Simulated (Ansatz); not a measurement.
```yaml
crystal:
  periodic: [false, false, false]
  atoms:
    - {symbol: F, position_ang: [-1.766538, 1.012311, 0.457175]}
    - {symbol: C, position_ang: [-0.437963, 1.353791, 0.520368]}
    - {symbol: S, position_ang: [0.586552, 0.034263, 1.195245]}
    - {symbol: Si, position_ang: [0.527093, -1.334281, -0.448220]}
    - {symbol: H, position_ang: [-0.107530, 1.620168, -0.485583]}
    - {symbol: H, position_ang: [-0.329239, 2.205773, 1.194222]}
    - {symbol: H, position_ang: [1.594383, -2.327644, -0.179056]}
    - {symbol: H, position_ang: [-0.781211, -2.022527, -0.566913]}
    - {symbol: H, position_ang: [0.802954, -0.588156, -1.704337]}
basis:
  gaussian: {orbitals: def2-TZVP, fitting: {mean_field: def2-universal-jkfit}}
total_charge: 1
magnetization: {spin_polarized: true, initial_magnetization: 1}
hamiltonian: {xc: {name: rPW86-PBE}}
multiplicity: 3
output: {forces: true}
```

```sh
$ ansatz run in.yaml --threads 2 --pin off --events-out ev --progress --plain --max-ram 4352MiB
```

Question: How does Ansatz answer? (Best estimate.)

Answer: The calculation gave: The program refused the input.
```
Error: YAML parse error: error: line 18 column 1: unknown field `multiplicity`, expected one of crystal, accuracy, basis, kpoints, hamiltonian, magnetization, projection, total_charge, correlation, batch, efield, external_charges, scf, relax, neb, saddle, md, ramp, phonons, dielectric, real_time, elastic, magnetic_configurations, gw, evaluate, workflow, output, checkpoint, execution
16 | magnetization: {spin_polarized: true, initial_magnetization: 1}
17 | hamiltonian: {xc: {name: rPW86-PBE}}
18 | multiplicity: 3
19 | output: {forces: true}
```
